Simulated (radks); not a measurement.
The numbers below are computed, except where a source is named.
Excited configurations of Zr III: one electron is placed in a higher orbital outside [Kr] 4d1. The ground configuration is [Kr] 4d2. Level of theory: Dirac Kohn-Sham, PBEsol, spin-unpolarised, spherical densities, finite nucleus; open shells are shared between the two j in proportion to 2j + 1; Fermi nuclear charge, rms radius 4.2694 fm (a radial shooting solver on a logarithmic mesh with Libxc functionals). Excitation = E - E(ground); binding = E(ion) - E, where the ion is the core of charge +3; n* = 3/sqrt(2 binding) in atomic units, and the quantum defect is n - n*. Eigenvalue and <r> are those of j = l + 1/2.

| outer orbital | excitation (eV) | binding (eV) | n* | quantum defect | <r> (bohr) |
|---|---|---|---|---|---|
| 4f | 14.508 | 8.075 | 3.894 | 0.106 | 5.392 |
| 5s | 1.842 | 20.740 | 2.430 | 2.570 | 3.088 |
| 5p | 6.515 | 16.067 | 2.761 | 2.239 | 3.671 |
| 6s | 12.158 | 10.424 | 3.427 | 2.573 | 6.042 |
| 6d | 16.334 | 6.248 | 4.427 | 1.573 | 9.125 |
| 7s | 16.250 | 6.332 | 4.398 | 2.602 | 9.911 |
| 7d | 18.349 | 4.233 | 5.379 | 1.621 | 13.95 |
| 7f | 19.732 | 2.851 | 6.554 | 0.446 | 20.06 |

The Delta-SCF ionisation energy is 22.582 eV (NIST Atomic Spectra Database: 23.170 eV, semi-empirical). Self-interaction in the functional shifts the binding energies and quantum defects, so they are the method's values and not measured ones. Spin polarisation and multiplet splitting are left out, so open shells lie too high by an amount that depends on their filling. Sharing an open shell by 2j + 1 raises it above the true ground level by a part of the spin-orbit splitting, which enters the differences from NIST.

Beside tabulated values, note that spin-unpolarised runs miss the spin-polarisation part of the exchange energy of open shells.
